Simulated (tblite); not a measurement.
C4H9NO2Si.
Atom-mapped SMILES: `[CH3:1][C:2](=[O:3])[NH:4][CH2:5][SiH2:6][CH:7]=[O:8]` (hydrogens: H9, H10, H11 on C1; H12 on N4; H13, H14 on C5; H15, H16 on Si6; H17 on C7)

Computed geometry: GFN2-xTB, gas phase.

(1) Give the optimised bond lengths and angles.

Results:

(1) 
```
                 bond  length (Å)
                C1–C2       1.505
                C2=O3       1.230
                C2–N4       1.327
                N4–C5       1.442
               C5–Si6       1.924
               Si6–C7       1.939
                C7=O8       1.208
C1–H9, C1–H10, C1–H11       1.087
               N4–H12       1.009
       C5–H13, C5–H14       1.092
     Si6–H15, Si6–H16       1.462
               C7–H17       1.116
```

Bonds in one row agree within 0.01 Å and their mean is given. A selection of angles:
```
    angle  degrees
 C1–C2–O3    122.0
 C1–C2–N4    117.2
 O3–C2–N4    120.8
 C2–N4–C5    119.7
N4–C5–Si6    111.1
C5–Si6–C7     97.3
Si6–C7–O8    125.5
H12–N4–C2    120.8
H12–N4–C5    119.4
```

Torsions: C1–C2–N4–C5 -179° (antiperiplanar); C2–N4–C5–Si6 0° (synperiplanar); N4–C5–Si6–C7 180° (antiperiplanar); C5–Si6–C7–O8 1° (synperiplanar). The mirror-image conformer, all signs reversed, is as good.

Si6 and O3 aren't drawn bonded (4 bonds apart) but lie 2.23 Å from each other; Cordero's covalent radii sum to 1.77 Å. Si6 (SiH2 silicon) is distorted tetrahedral (angles from 97.3° to 120.5°). The C–O distances run from 1.208 Å (C7=O8, drawn double) to 1.230 Å (C2=O3, drawn double), a spread of 0.022 Å. N4 (amide nitrogen) is planar (angles 120.8°, 119.7° and 119.4°, sum 360.0°, 0.01 Å off the plane of its three neighbours). The 2 C–N bonds span 1.327 Å (C2–N4, drawn single) to 1.442 Å (N4–C5, drawn single), a spread of 0.115 Å. Of the pairs four or more bonds apart, those above aside, O3···H15 is among the closest relative to their van der Waals radii: 2.46 Å, 91 % of the sum of Bondi's values. The 8 heavy atoms lie in one plane (0.008 Å rms).

Its GFN2-xTB frequencies are all real (lowest 32 cm⁻¹). One conformer, not necessarily the lowest. 3 starts were optimised and ended at 0.00, 0.04 and 0.08 kcal/mol (GFN2-xTB); the lowest of these is shown.

Hardware: an Arm Neoverse N1 with one thread, no GPU, shared host with 64 logical CPUs at a one-minute load of 61. Cost: 3.7 s wall. This is the geometry optimisation.
